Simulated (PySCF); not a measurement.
# Ti⁺: excitation energy

Ti⁺ [Ar] 3d2 4s1 (4F) → Ti⁺ [Ar] 3d3 (4F), as a difference of total energies. Computed with PySCF 2.14 in dyall-av3z, with the non-relativistic Hamiltonian (point nucleus). Correlated levels: valence: [Ar] frozen; virtual orbitals above 40 to 60 times the deepest correlated orbital energy dropped. The calculations carry no spin-orbit coupling.

```tsv
method	excitation energy (cm⁻¹)
UHF	3853.3
LDA	-3304.1
PBE	-2930.2
PBE0	-2333.2
r2SCAN	-2818.6
MP2 (valence)	1758.3
SCS-MP2 (valence)	3154.9
```

Task: How much does correlation contribute at MP2 (valence)?

Result: 1758.3 − (3853.3) = -2095.0 cm⁻¹, measured against UHF.

These non-relativistic numbers lack the scalar-relativistic shift.

For comparison: 860.27 cm⁻¹ (measured; NIST levels, between the centres of gravity of the two terms).
